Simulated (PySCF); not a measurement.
A calculated (BP86, PySCF 2.14, x2c-QZVPPall with one added diffuse shell each of s, p, d, f type, the spin-free X2C one-electron Hamiltonian (Gaussian nucleus)) atom or ion has these occupied shells.

```csv
shell,electrons,orbital energy (eV),"rms radius, mean of both spins (bohr)"
1s α,1,-2419.4,0.112
1s β,1,-2418.9,0.112
2s α,1,-224.86,0.522
2s β,1,-224.26,0.522
2p α,3,-169.72,0.494
2p β,3,-169.01,0.494
3s α,1,-29.688,1.73
3p α,3,-18.590,2.02
3p β,1,-15.911,2.02
```

Name the element and its charge.

S⁺ (sulfur, charge +1), in [Ne] 3s1 3p4, high-spin 4P determinant (an excited configuration).
